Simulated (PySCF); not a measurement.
An unknown is described by computed data only.

Formula: C4H5F3O.

- 1H NMR: chemical shifts (computed TMS as zero) by class: 3.01 (2 H), 2.32 (3 H) ppm [GIAO B97-2/pcSseg-2]
- Rotational structure: rotational constants A, B, C: 3.589, 1.398, 1.249 GHz [PBE0-D3(BJ)/def2-TZVP]
- Dipole: 2.00 D [B97-2/pcSseg-2]
- NMR, other nuclei: isotropic shieldings of nuclei other than C and H, by class: -351 (1 O), 251 (3 F) ppm [GIAO B97-2/pcSseg-2]
- 13C NMR: chemical shifts (computed TMS as zero) by class: 207.3 (1 C), 136.0 (1 C), 52.8 (1 C), 31.5 (1 C) ppm [GIAO B97-2/pcSseg-2]

The electronic properties come from PySCF, for the isolated species, density fitting. Levels stand in brackets. Geometry: PBE0-D3(BJ)/def2-TZVP, one conformer, isolated molecule. NMR classes are plain means over equivalent atoms (diastereotopic ones count apart unless rotation or inversion swaps them), as if these changed places fast.

Problem. Propose a structure and show how it fits.

Solution. Numbering: `[CH3:1][C:2](=[O:3])[CH2:4][C:5]([F:6])([F:7])[F:8]`. Its formula, C4H5F3O, gives 1 degree of unsaturation: 0 rings and 1 π bond in the structure found. 4 carbons fall into 4 classes; from least to most shielded: ketone carbonyl carbon [C2] (207.3 ppm), CF3 carbon [C5] (136.0 ppm), sp3 carbon next to a carbonyl [C4] (52.8 ppm), methyl carbon next to a carbonyl [C1] (31.5 ppm). Hydrogen classes from least to most shielded: 2 H on an sp3 carbon next to a carbonyl, C4 (3.01 ppm), 3 H on a methyl carbon next to a carbonyl, C1 (2.32 ppm). The other shieldings belong to: -351 ppm, ketone oxygen [O3]; 251 ppm, fluorine of a CF3 group [F6/F7/F8]. The optimised geometry has point group C1 and is an asymmetric top. Structure: `CC(=O)CC(F)(F)F` (4,4,4-trifluorobutan-2-one). The assignments are read from this structure; whether some other isomer fits the data as well wasn't checked.

The values belong to the conformer `[CH3:1][C:2](=[O:3])[CH2:4][C:5]([F:6])([F:7])[F:8]`: C1–C2–C4–C5 -50°, C2–C4–C5–F6 -52°.
